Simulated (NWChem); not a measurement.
Molecule: C3H6OSi; SMILES O=C1CC[SiH2]1

```xyz
11

O      0.4343    -2.0864     0.0500
C      0.1133    -0.9274    -0.0209
C     -1.3136    -0.3176    -0.0959
C     -0.9832     1.1984     0.0959
Si     0.9023     0.8751    -0.0260
H     -1.7441    -0.5337    -1.0833
H     -1.9871    -0.7500     0.6546
H     -1.2942     1.5687     1.0775
H     -1.4235     1.8484    -0.6641
H      1.7720     1.3005     1.1077
H      1.5552     1.2851    -1.3022
```
Atoms are numbered in this order, from 1.

Coordinates come from a B3LYP/6-31G* (spherical d) optimisation.

 Unshifted, non-relativistic core excitations; the lowest 4 roots alone, so stronger bands may lie above.

Problem. List the first O K-edge excitations from B3LYP/6-311G** (spherical d), restricted-window TDA (NWChem).

Solution. 
| state | energy (eV) | dipole oscillator strength | leading excitation (squared amplitude) |
|---|---|---|---|
| S1 | 516.4 | 0.0372 | 1s of atom 1 or its equivalents → LUMO (0.97) |
| S2 | 519.2 | 0.0010 | 1s of atom 1 or its equivalents → LUMO+1 (0.99) |
| S3 | 520.3 | 0.0009 | 1s of atom 1 or its equivalents → LUMO+2 (0.99) |
| S4 | 521.2 | 0.0019 | 1s of atom 1 or its equivalents → LUMO+3 (0.97) |
